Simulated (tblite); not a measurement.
Bis(dimethylamino)dimethylsilane, C6H18N2Si.
Structure used (GFN2-xTB), in Å, numbered top down from 1:
```xyz
27
C6H18N2Si angstrom
C     -1.5599    1.7064    0.4463
N     -1.2700    0.5798   -0.4080
C     -2.4030    0.2155   -1.2186
Si    -0.0423   -0.5612    0.0297
C      0.1886   -1.7739   -1.4283
C     -0.4351   -1.5714    1.6029
N      1.3416    0.4283    0.3572
C      1.7862    1.4073   -0.6056
C      2.4161   -0.0127    1.2080
H     -2.3947    1.4956    1.1265
H     -1.8310    2.5743   -0.1631
H     -0.6803    1.9477    1.0347
H     -2.7233    1.0761   -1.8141
H     -3.2567   -0.1078   -0.6082
H     -2.1326   -0.5921   -1.8904
H      0.2674   -1.2485   -2.3752
H      1.1033   -2.3445   -1.2964
H     -0.6252   -2.4872   -1.5100
H     -0.4284   -0.9452    2.4899
H      0.2670   -2.3832    1.7629
H     -1.4243   -2.0129    1.5243
H      2.5751    1.0080   -1.2552
H      2.1866    2.2838   -0.0865
H      0.9469    1.7136   -1.2218
H      2.0365   -0.6995    1.9567
H      3.2082   -0.5179    0.6393
H      2.8635    0.8479    1.7151
```

Computed values, GFN2-xTB/tblite, gas phase, harmonic and unscaled. Errors from tens to a few hundred cm⁻¹ against measured bands are possible. One conformer, not necessarily the lowest.

Harmonic wavenumbers (cm⁻¹): 37.8, 55.6, 91.7, 113.5, 140.3, 154.3, 155.3, 169.9, 188.3, 189.4, 208.3, 209.7, 214.5, 278.6, 289.9, 304.0, 319.8, 380.2, 403.5, 595.0, 689.4, 728.0, 734.2, 784.5, 811.8, 840.7, 855.5, 1029.6, 1036.4, 1054.6, 1055.3, 1092.3, 1092.7, 1128.6, 1129.6, 1204.8, 1209.9, 1297.3, 1297.9, 1372.2, 1375.5, 1410.6, 1411.4, 1422.3, 1423.9, 1477.2, 1483.0, 1486.1, 1490.2, 1495.3, 1496.0, 1502.8, 1502.8, 1504.4, 1505.4, 1513.3, 1513.5, 2871.5, 2872.3, 2882.4, 2883.3, 2934.2, 2934.7, 2938.1, 2940.4, 3038.2, 3039.5, 3041.4, 3043.6, 3046.1, 3048.7, 3051.3, 3052.7, 3061.0, 3062.3.

A = 1601, B = 1071, C = 936.6 MHz; mass 146.124 u (most abundant isotopes); point group C2, symmetry number 2.

Task: Zero-point energy?

Result: Half the sum of the wavenumbers: 51850 cm⁻¹ = 620.27 kJ/mol.

Task: Give the ideal-gas entropy at 273.15 K and 1 bar in the rigid-rotor, harmonic-oscillator model (classical rotation).

Result: Translation 169.20, rotation 117.34, vibration 187.41: S = 474.0 J/(mol K).

Task: And Cp and H(273.15 K) − H(0)?

Result: Cp = 208.66 J/(mol K), of which vibrations give 175.40 (their classical limit is 75 R = 623.6); H(273.15 K) − H(0) = 35.92 kJ/mol without the zero-point energy, 26.83 from vibrations.

Task: What must be added to the electronic energy to get the Gibbs energy at 273.15 K and 1 bar?

Result: ZPE + [H(273.15 K) − H(0)] − T·S = 620.27 + 35.92 − 129.46 = 526.73 kJ/mol.

Task: Which modes carry the vibrational entropy at 273.15 K?

Result: 37.8 cm⁻¹: 21.75; 55.6 cm⁻¹: 18.55; 91.7 cm⁻¹: 14.45; 113.5 cm⁻¹: 12.71; 140.3 cm⁻¹: 11.02; 154.3 cm⁻¹: 10.26 J/(mol K); the other 69 give 98.67 together.

Task: Blend soft modes into free rotors: weight 1/[1 + (100 cm⁻¹/ν̃)⁴] for the oscillator and the rest for a rotor with moment μB/(μ + B), μ = h/(8π²ν), B = 10⁻⁴⁴ kg m². What vibrational entropy results?

Result: 175.09 J/(mol K) in place of 187.41, which changes −T·S at 273.15 K by +3.37 kJ/mol.

Hindered rotation and anharmonicity are outside this model. Other conformers, if any are populated, would add a mixing term that is left out. The structure is chiral; the term R ln 2 for an equal mix with its mirror image is left out.
